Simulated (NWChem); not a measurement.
**Correlation energy of Ga**

```
Ga
```
Charge 0, spin multiplicity 2.

Everything below was run with NWChem.

Basis set: def2-SVP. Each correlation energy counts from its own Hartree-Fock reference.

The Hamiltonian is non-relativistic. The correlated methods keep 9 core orbitals frozen. No SCF solution was tested for a lower state. Open-shell Hartree-Fock references start from PBE0 orbitals. Coupled-cluster values serve here as a point of comparison, not as the truth.

Q: For the correlation energy, CCSD(T) on ROHF gives -182.8 mHa and UMP2 gives -173.3 mHa. What do CCSD[T] on UHF, CCSD(T) on UHF give?

A: CCSD[T] on UHF: -181.2 mHa; CCSD(T) on UHF: -180.0 mHa.
